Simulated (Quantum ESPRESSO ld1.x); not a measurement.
Q: The potassium ion K+, configuration [Ar]. Method: Dirac Kohn-Sham, PBE, spin-unpolarised, spherical densities, point nucleus; computed with ld1.x of Quantum ESPRESSO 7.5. Some entries of the table are withheld. Estimate them.

orbital  occ.  eigenvalue (eV)  <r^2> (bohr^2)
1s1/2       2              (1)        0.008837
2s1/2       2         -359.511          0.1781
2p1/2       2              (2)             (3)
2p3/2       4              (4)             (5)
3s1/2       2         -41.4487           1.857
3p1/2       2              (6)             (7)
3p3/2       4              (8)             (9)

A: 
(1) 1s1/2 eigenvalue (eV): -3527.97
(2) 2p1/2 eigenvalue (eV): -288.152
(3) 2p1/2 <r^2> (bohr^2): 0.1511
(4) 2p3/2 eigenvalue (eV): -285.260
(5) 2p3/2 <r^2> (bohr^2): 0.1530
(6) 3p1/2 eigenvalue (eV): -25.0612
(7) 3p1/2 <r^2> (bohr^2): 2.395
(8) 3p3/2 eigenvalue (eV): -24.7926
(9) 3p3/2 <r^2> (bohr^2): 2.423
